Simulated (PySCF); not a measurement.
Sb(H)2(SiH3) (H₅SbSi), SMILES [SiH3][SbH2].

Geometry: B3LYP-D3(BJ)/def2-TZVP. The def2 effective core potentials stand for the cores of Sb; spin–orbit coupling is left out.

Computed with TDA-B3LYP/def2-SVPD in PySCF.

Vertical excitations. The molecule is in vacuum. State labels are in the subgroup Cs.

Computed excitation energies, oscillator strengths and character:
```tsv
state	symmetry	energy (eV)	λ (nm)	f	main pairs
S1	A"	5.67	219	0.019	HOMO→LUMO+1 94 %
S2	A'	5.79	214	0.043	HOMO→LUMO+2 59 %, HOMO→LUMO 37 %
S3	A'	5.96	208	0.311	HOMO→LUMO 47 %, HOMO→LUMO+2 38 %, HOMO−1→LUMO 9 %
S4	A'	6.73	184	0.019	HOMO→LUMO+3 67 %, HOMO−1→LUMO 31 %
S5	A"	6.79	183	0.000	HOMO→LUMO+4 74 %, HOMO−1→LUMO+1 24 %
S6	A'	6.97	178	0.122	HOMO−1→LUMO 34 %, HOMO−1→LUMO+2 27 %, HOMO→LUMO+3 20 %, HOMO→LUMO+5 7 %
S7	A"	7.10	175	0.058	HOMO−1→LUMO+1 42 %, HOMO−2→LUMO 31 %, HOMO→LUMO+4 19 %
S8	A'	7.19	172	0.318	HOMO−1→LUMO+2 59 %, HOMO→LUMO+5 24 %
S9	A'	7.44	167	0.135	HOMO→LUMO+5 64 %
S10	A"	7.65	162	0.001	HOMO−2→LUMO 58 %, HOMO−1→LUMO+1 13 %, HOMO−2→LUMO+2 11 %
T1	A'	4.65	266	0	HOMO→LUMO 96 %
T2	A"	4.89	253	0	HOMO→LUMO+1 94 %
T3	A'	5.46	227	0	HOMO→LUMO+2 91 %
T4	A'	5.99	207	0	HOMO−1→LUMO 83 %
```
Triplets are in the Tamm–Dancoff approximation.
